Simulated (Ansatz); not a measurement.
# From B to In: the atomisation energy (no zero-point term)

One atom is swapped for its congeners: BH(SH)2; AlH(SH)2; GaH(SH)2; InH(SH)2. All are singlets with charge 0.

Shapes, held fixed at every level: PBE0-D4/def2-TZVP. Flexible molecules stand in one conformer, not always the lowest. Programs: Ansatz 0.2.0. Values in eV.

```
               level  BH(SH)2  AlH(SH)2  GaH(SH)2  InH(SH)2
   PBE-D4/def2-TZVPP    20.56     17.76     16.77     15.69
r2SCAN-D4/def2-TZVPP    20.40     17.92     16.89     15.77
   B2PLYP/def2-TZVPP    19.86     17.39     16.33     15.21
    CCSD(T)/def2-SVP    18.88     16.32     15.41     14.21
     CCSD/def2-TZVPP    19.16     16.96     16.06     14.92
  CCSD(T)/def2-TZVPP    19.51     17.25     16.36     15.23
```

At CCSD(T)/def2-TZVPP the atomisation energy falls at every step, from 19.51 to 15.23 eV. Every level shows the same order. For atoms past krypton def2 sets carry core potentials with scalar relativity. Relativity is left out for Ga unless named. Correlated rows may include outer-core shells of Ga, In, which these sets cover unevenly. Spin-orbit coupling, which grows down the group, is left out (summed over each molecule's free atoms 0.05, 0.06, 0.12, 0.23 eV).
